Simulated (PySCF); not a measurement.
## MP2 beside CCSD(T) along group 14: bonds to Cl

MP2 and CCSD(T) in PySCF with def2-TZVPPD on every atom (core potentials on Sn), for the lowest determinant that a PBE0 search found; no spin–orbit coupling.

```tsv
molecule	state (unpaired electrons)	MP2 Re (Å)	MP2 ωe (cm⁻¹)	MP2 De (eV)	CCSD(T) Re (Å)	CCSD(T) ωe (cm⁻¹)	CCSD(T) De (eV)
CCl	doublet (π ↑)	1.639	901	4.13	?	?	?
SiCl	doublet (π ↑)	2.069	537	4.38	2.075	531	4.21
GeCl	doublet (π ↑)	2.169	415	4.09	2.178	410	3.94
SnCl	doublet (π ↑)	2.361	355	3.91	2.371	350	3.77
```

Estimate the CCSD(T) values of CCl by adding the mean shift from MP2 to CCSD(T) of the other rows, and compare with the calculation.

The mean shifts are +0.8 pm, -5 cm⁻¹ and -0.15 eV, which give 1.647 Å, 896 cm⁻¹ and 3.98 eV. CCSD(T)/def2-TZVPPD gives Re = 1.656 Å, ωe = 869 cm⁻¹, De = 4.01 eV.

What are the mean differences of MP2 from CCSD(T) over the whole series?

Re -1.0 pm, ωe +12 cm⁻¹, De +0.15 eV.

In a basis of this size CCSD(T) is itself not converged; it tends to give bonds that are too long and too weak.

Correlated steps freeze the inner cores (6 to 14 orbitals); shallow outer-core shells are correlated. These are scalar-relativistic numbers at best; spin–orbit coupling would shift them, the dissociation energy most. States were picked by a PBE0 search and need not be the measured ground states.
